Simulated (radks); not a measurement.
The numbers below are computed, except where a source is named.
Q: These are the eigenvalues of the occupied orbitals of an atom or ion with whole-number occupations (hartree). Code: a radial shooting solver on a logarithmic mesh with Libxc functionals. Model: non-relativistic Kohn-Sham, PBE, spin-polarised, spherical densities, point nucleus.

orbital  eigenvalue
1s up     -2578.530
1s down   -2577.405
2s up     -597.4654
2s down   -595.7017
2p up     -586.9473
2p down   -584.7353

Which element is it, and in what charge state? The configuration may be excited. Open shells, if any, are filled with parallel spins first.

A: Z = 74, tungsten, charge +66: W66+ in [He] 2s2 2p4. The list shows which subshells hold electrons but not how many an open one holds; the 1s level, -2578.5 hartree, gives Z - s = 71.8 by -(Z - s)^2/2, which with screening narrows Z to a few neighbours, and the depths of the outer levels then fix element, charge and occupations together.
